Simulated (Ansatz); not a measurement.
One change: `F[Si](F)(Cl)[S][GeH2][Cl]` becomes `F[Si](F)([SiH3])Cl`.

Ansatz, PBE0-D4/def2-TZVP geometries, multiplicity 1. Each molecule was computed in one conformer, which needn't be the lowest.

Scalar relativity is left out up to krypton.

```
                                          property  `F[Si](F)(Cl)[S][GeH2][Cl]`
                LUMO energy (PBE0/def2-TZVPP) / eV                        -1.07
               HOMO–LUMO gap (PBE/def2-TZVPP) / eV                         5.12
               LUMO energy (B3LYP/def2-TZVPP) / eV                        -1.35
size of the dipole moment (ωB97M-V/def2-TZVPP) / D                         2.19
             LUMO energy (ωB97M-V/def2-TZVPP) / eV                         0.87
             HOMO energy (ωB97M-V/def2-TZVPP) / eV                       -10.53
```

(1) What does the change do to each property? (Estimate.)

Answers

(1) Computed: 
```csv
property,`F[Si](F)([SiH3])Cl`,shift
LUMO energy (PBE0/def2-TZVPP) / eV,-0.43,0.64
HOMO–LUMO gap (PBE/def2-TZVPP) / eV,6.47,1.35
LUMO energy (B3LYP/def2-TZVPP) / eV,-0.59,0.76
size of the dipole moment (ωB97M-V/def2-TZVPP) / D,1.89,-0.30
LUMO energy (ωB97M-V/def2-TZVPP) / eV,1.43,0.56
HOMO energy (ωB97M-V/def2-TZVPP) / eV,-11.07,-0.54
```

With PBE0 the HOMO falls by 0.64 eV and the LUMO rises by 0.64 eV, so the gap widens by about 1.28 eV. PBE moves the HOMO by -0.64 eV and ωB97M-V by -0.54 eV. Dipoles are sizes alone; their direction can turn.

B3LYP here is the variant with VWN-RPA as its local correlation; programs differ in this.
